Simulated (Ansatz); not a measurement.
Complex (SMILES): Cl (HCl) with N#N (N2), atoms 1 to 2 the first; geometry from B3LYP-D3(BJ)/def2-TZVP, monomers rigid:
```xyz
4

Cl     1.0940     0.2553     0.1057
H     -0.1754     0.0770     0.1766
N     -3.5503    -0.4010     0.3596
N     -2.4723    -0.2486     0.3008
```

Basis-set convergence of the counterpoise-corrected interaction energy at HF with Ansatz (an electronic-structure program). Cartesian d functions, on some or all atoms, in 6-31G*, 6-31+G*, 6-311G**, 6-311+G**; all else is spherical. No added dispersion term, no relativity. Functions are those of the species that has most. Reference: the value in aug-pcseg-3, 0.00 kcal/mol. Deviations are taken from unrounded values.

```csv
basis,functions,counterpoise-corrected interaction energy (kcal/mol)
6-31G*,51,-0.13
6-31+G*,63,0.00
def2-SVP,51,-0.22
def2-SVPD,75,-0.14
pcseg-1,51,-0.24
aug-pcseg-1,82,0.08
cc-pV(D+d)Z,56,-0.29
aug-cc-pV(D+d)Z,87,0.03
6-311G**,69,-0.30
6-311+G**,81,-0.15
def2-TZVP,105,-0.01
def2-TZVPD,129,0.01
pcseg-2,108,-0.05
aug-pcseg-2,165,0.00
cc-pV(T+d)Z,113,-0.05
aug-cc-pV(T+d)Z,170,0.02
def2-TZVPP,118,-0.01
def2-TZVPPD,142,0.01
cc-pV(Q+d)Z,204,-0.03
aug-cc-pV(Q+d)Z,295,0.00
def2-QZVPP,214,-0.02
def2-QZVPPD,238,0.00
pcseg-3,217,-0.01
aug-pcseg-3,308,0.00
```

What the diffuse functions change, pair by pair:
- 6-31G* to 6-31+G*: 12 more functions, deviation -0.13 to -0.01 kcal/mol
- def2-SVP to def2-SVPD: 24 more functions, deviation -0.22 to -0.14 kcal/mol
- pcseg-1 to aug-pcseg-1: 31 more functions, deviation -0.24 to 0.08 kcal/mol
- cc-pV(D+d)Z to aug-cc-pV(D+d)Z: 31 more functions, deviation -0.29 to 0.03 kcal/mol
- 6-311G** to 6-311+G**: 12 more functions, deviation -0.31 to -0.15 kcal/mol
- def2-TZVP to def2-TZVPD: 24 more functions, deviation -0.01 to 0.01 kcal/mol
- pcseg-2 to aug-pcseg-2: 57 more functions, deviation -0.05 to 0.00 kcal/mol
- cc-pV(T+d)Z to aug-cc-pV(T+d)Z: 57 more functions, deviation -0.05 to 0.01 kcal/mol
- def2-TZVPP to def2-TZVPPD: 24 more functions, deviation -0.01 to 0.01 kcal/mol
- cc-pV(Q+d)Z to aug-cc-pV(Q+d)Z: 91 more functions, deviation -0.03 to 0.00 kcal/mol
- def2-QZVPP to def2-QZVPPD: 24 more functions, deviation -0.02 to 0.00 kcal/mol
- pcseg-3 to aug-pcseg-3: 91 more functions, deviation -0.01 to 0.00 kcal/mol

Leaving out the reference's own pair, they bring the value nearer the reference by more than 0.01 kcal/mol in 9 of 11 pairs.
